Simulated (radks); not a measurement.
Kinetic energies: the exact non-interacting value of the Kohn-Sham orbitals and orbital-free approximations, in hartree. Species: Be [He] 2s2; Zn [Ar] 3d10 4s2. Calculated with a radial shooting solver on a logarithmic mesh with Libxc functionals: non-relativistic Kohn-Sham, LDA (Slater exchange, Perdew-Wang correlation), spin-polarised, spherical densities, point nucleus. Every spin shell is full or empty, so the densities are truly spherical. Functionals are evaluated on that one density, not self-consistently.

functional           Be       Zn
exact           14.3088  1774.69
Thomas-Fermi     12.841   1661.8
von Weizsacker   13.365   874.43
TF + vW/5        15.514   1836.7
LC94             14.321   1772.5
APBEK            14.322   1774.1
revAPBEK         14.440   1778.4
LKT              22.061   2187.7
PG1              20.999   2101.5
